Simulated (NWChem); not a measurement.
System meant: InCl2F; SMILES [F][In]([Cl])[Cl]

Here is an NWChem input.

```
start job
memory heap 200 mb stack 900 mb global 1100 mb
geometry units angstroms noautoz
  In     0.000000     0.000000    -0.242159
  F      0.000000     0.000000    -2.205187
  Cl     2.055875     0.000000     0.868261
  Cl    -2.055875     0.000000     0.868261
end
basis spherical
  In library def2-svp
  F library def2-svp
  Cl library def2-svp
end
dft
  xc pbe0
  iterations 150
  mulliken
end
task dft energy
```

End of the output:

```
             Grid Information
             ----------------
          Grid used for XC integration:  medium
          Radial quadrature: Mura-Knowles
          Angular quadrature: Lebedev.
          Tag              B.-S. Rad. Rad. Pts. Rad. Cut. Ang. Pts.
          ---              ---------- --------- --------- ---------
          In                  1.55      123           8.0       590
          F                   0.50       49          10.0       434
          Cl                  1.00       88          10.0       590
          Grid pruning is: on
          Number of quadrature shells:   260
          Spatial weights used:  Erf1

          Convergence Information
          -----------------------
          Convergence aids based upon iterative change in
          total energy or number of iterations.
          Levelshifting, if invoked, occurs when the
          HOMO/LUMO gap drops below (HL_TOL):  1.00D-02
          DIIS, if invoked, will attempt to extrapolate
          using up to (NFOCK): 10 stored Fock matrices.

                    Damping( 0%)  Levelshifting(0.5)       DIIS
                  --------------- ------------------- ---------------
          dE  on:    start            ASAP                start
          dE off:    2 iters        150 iters           150 iters

      Screening Tolerance Information
      -------------------------------
          Density screening/tol_rho:  1.00D-10
          AO Gaussian exp screening on grid/accAOfunc:  14
          CD Gaussian exp screening on grid/accCDfunc:  20
          XC Gaussian exp screening on grid/accXCfunc:  20
          Schwarz screening/accCoul:  1.00D-08

      Superposition of Atomic Density Guess
      -------------------------------------

      charge =      49.0 In (Indium)

      symmetry species            s     p     d     f
      number of basis functions =10     7     6
      number of cont. functions = 4     4     2
      number of closed shells   = 5     3     2
      number of open shells     = 0     1     0
      open shell occupation     = 0     1     0
 ------------------------------------------------------------------------
 atomscf:atomd: error in atom scf                   0
 ------------------------------------------------------------------------
 ------------------------------------------------------------------------
  current input line :
    19: task dft energy
 ------------------------------------------------------------------------
 ------------------------------------------------------------------------
 This error has not yet been assigned to a category
 ------------------------------------------------------------------------
 For more information see the NWChem manual at https://nwchemgit.github.io

0:atomscf:atomd: error in atom scf:Received an Error in Communication
```

**Question.** What is wrong, and how is it mended?

**Answer.** The run crashed. Cause: the def2 basis of a heavy element holds valence functions alone and wants its effective core potential (without it all electrons must fit into that basis). This input runs:
```
start job
memory heap 200 mb stack 900 mb global 1100 mb
geometry units angstroms noautoz
  In     0.000000     0.000000    -0.242159
  F      0.000000     0.000000    -2.205187
  Cl     2.055875     0.000000     0.868261
  Cl    -2.055875     0.000000     0.868261
end
basis spherical
  * library def2-svp
end
ecp
  In library def2-ecp
end
dft
  xc pbe0
  iterations 150
  mulliken
end
task dft energy
```
It converges to -1209.72725 Ha (PBE0/def2-SVP with def2 effective core potentials on In).
